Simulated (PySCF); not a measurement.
From one molecule to another.

First species: C7H5FO2.
Numbering: `[O:1]=[C:2]([OH:3])[c:4]1[cH:5][cH:6][cH:7][cH:8][c:9]1[F:10]` (hydrogens: H11 on O3; H12 on C5; H13 on C6; H14 on C7; H15 on C8)

Geometry (GFN2-xTB, Å), atoms numbered from 1 in this order:
```
atom  x, y, z in Å
O1     2.6151   -1.3114   -0.3687
C2     2.0716   -0.2554   -0.1573
O3     2.7518    0.8807    0.0003
C4     0.5990   -0.1006   -0.0499
C5    -0.1826   -1.2468   -0.2024
C6    -1.5586   -1.1876   -0.1184
C7    -2.1844    0.0269    0.1212
C8    -1.4326    1.1775    0.2761
C9    -0.0521    1.1087    0.1904
F10    0.6375    2.2477    0.3460
H11    3.7042    0.7180   -0.0808
H12    0.3296   -2.1785   -0.3889
H13   -2.1459   -2.0844   -0.2399
H14   -3.2604    0.0797    0.1882
H15   -1.8967    2.1336    0.4621
```

Second species: C6H11NO2Si.
Numbering: `[CH2:1]=[CH:2][C@@H:3]([O:4][CH3:5])[C@H:6]([C:7]#[N:8])[O:9][SiH3:10]` (hydrogens: H11, H12 on C1; H13 on C2; H14 on C3; H15, H16, H17 on C5; H18 on C6; H19, H20, H21 on Si10)

Levels: PBE0/pcSseg-1 for dipole moment, HOMO energy, LUMO energy and HOMO–LUMO gap; GFN2-xTB for rotational constant A and rotational constant C. Geometries: GFN2-xTB. All species are isolated and taken at one optimised geometry, non-relativistic unless stated; the electronic structure was computed with PySCF and density fitting.

Dipoles, sizes and rotational constants follow the conformer. The torsions of the flexible species, by atom-mapped SMILES:
- `[O:1]=[C:2]([OH:3])[c:4]1[cH:5][cH:6][cH:7][cH:8][c:9]1[F:10]`: O1–C2–C4–C5 0°, H–O3–C2–O1 0°
- `[CH2:1]=[CH:2][C@@H:3]([O:4][CH3:5])[C@H:6]([C:7]#[N:8])[O:9][SiH3:10]`: C1–C2–C3–O4 143°, C2–C3–O4–C5 -155°, C2–C3–C6–C7 59°, C3–C6–O9–Si10 -47°

Values for the first species:

| Property | Result |
| --- | --- |
| Dipole moment | 1.89 D |
| HOMO energy | -7.64 eV |
| LUMO energy | -1.63 eV |
| HOMO–LUMO gap | 6.01 eV |
| Rotational constant A | 2.317 GHz |
| Rotational constant C | 0.801 GHz |

Q: Estimate the same properties for the second species, and the change in each.

A: 
```
             property      first     second  second less first
        dipole moment     1.89 D     4.52 D            +2.63 D
          HOMO energy   -7.64 eV   -7.90 eV           -0.26 eV
          LUMO energy   -1.63 eV   -0.32 eV           +1.31 eV
        HOMO–LUMO gap    6.01 eV    7.58 eV           +1.57 eV
rotational constant A  2.317 GHz  1.346 GHz         -0.971 GHz
rotational constant C  0.801 GHz  0.757 GHz         -0.044 GHz
```

On the first: The dipole matches unit charges of opposite sign 0.39 Å apart (1 e·Å = 4.8032 D).

On the second: In atomic units the dipole is 1.78 e·bohr (1 au = 2.5417 D). A dipole of 4.52 D is allowed in C1, and pure rotational transitions are dipole-allowed.
